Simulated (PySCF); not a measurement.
## As²⁺: excitation energy

As²⁺ [Ar] 3d10 4s2 4p1 (2P) → As²⁺ [Ar] 3d10 4s1 4p1 5s1 (4P), as a difference of total energies. All numbers are calculated (PySCF 2.14, scalar relativity through the core potential, in aug-cc-pwCVDZ-PP with ECP10MDF). Correlated levels: valence and next inner shell: nothing frozen outside the core potential. The calculations carry no spin-orbit coupling.

| method | excitation energy (cm⁻¹) |
| --- | --- |
| UHF | 168800 |
| MP2 (valence and next inner shell) | 179860 |
| SCS-MP2 (valence and next inner shell) | 181080 |
| CCSD (valence and next inner shell) | 179650 |
| CCSD(T) (valence and next inner shell) | 179800 |

The promoted electron is Rydberg-like, and one or two diffuse shells describe it only roughly, which tends to raise the upper state.

The coupled-cluster amplitudes are large for the upper state (T1 above 0.03 or a double amplitude above 0.15), so a single reference is strained.
